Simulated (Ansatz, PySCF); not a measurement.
C5H8O, SMILES O=C1CCCC1.

Coordinates come from a B3LYP-D3(BJ)/def2-SVP optimisation. Other conformers were not sampled.

Vertical ionisation energy (IE) and electron affinity (EA) in eV. Rows of orbital energies are one-electron estimates. Where ΔSCF, EOM or ADC give a negative EA the extra electron is unbound and the value depends on the basis.

| level | IE | EA |
|---|---|---|
| −ε(HOMO), −ε(LUMO), HF/def2-TZVP (PySCF) | 10.74 | -3.40 |
| ΔSCF, PBE0/def2-SVPD (Ansatz), final states of multiplicity 2 and 2 | 9.25 | -1.30 |

### Question
What vertical singlet–triplet gap does ΔSCF give with PBE0/def2-SVPD (Ansatz, an electronic-structure program)? (The exact figures need the calculation; the answer reports its results.)

### Answer
3.67 eV (triplet above singlet where positive).
